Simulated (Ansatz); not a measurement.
Consider the ligand exchange at a Ga–O bond: `[CH3][Ga]([CH3])[O][SiH3]` + `C[C](=N)[GeH3]` → `C/[C]([GeH3])=[N]\[Ga]([CH3])[CH3]` + silanol.

Calculated with Ansatz (gas phase, PBE0-D4/def2-TZVP geometries, no zero-point term in ΔE). CCSD(T)/CBS is the MP2 limit (def2-TZVPP, def2-QZVPP) plus CCSD(T) − MP2 in def2-TZVPP, frozen cores. DFT in def2-TZVPP. B3LYP here is the variant with VWN-RPA as its local correlation; programs differ in this. For Ga, Ge outer-core shells are correlated without core-valence functions, which leaves a few kJ/mol of doubt a bond. Scalar relativity is left out up to krypton. One conformer a species, not always the lowest.

Problem. Is it downhill or uphill in electronic energy at CCSD(T)/CBS, and by how much? (Estimate.)

Solution. The calculation gave: Uphill: ΔE = +60.5 kJ/mol.

Problem. What do these levels give: B3LYP-D4, B2PLYP, r2SCAN, B3LYP, MP2/def2-TZVPP, CCSD(T)/def2-TZVPP? (Estimate.)

Solution. Ansatz gave: B3LYP-D4 57.3, B2PLYP 60.1, r2SCAN 60.0, B3LYP 59.6, MP2/def2-TZVPP 57.9, CCSD(T)/def2-TZVPP 61.3 kJ/mol.

Largest T1 diagnostic among the species: 0.014.

In def2-TZVPP, CCSD(T) changes the Hartree–Fock value by −13.7 kJ/mol (the triples alone add −2.9 kJ/mol) and MP2 by −17.0 kJ/mol. From PBE to PBE0 (25 % exact exchange), in def2-TZVPP and without D4, ΔE moves by +4.9 kJ/mol.
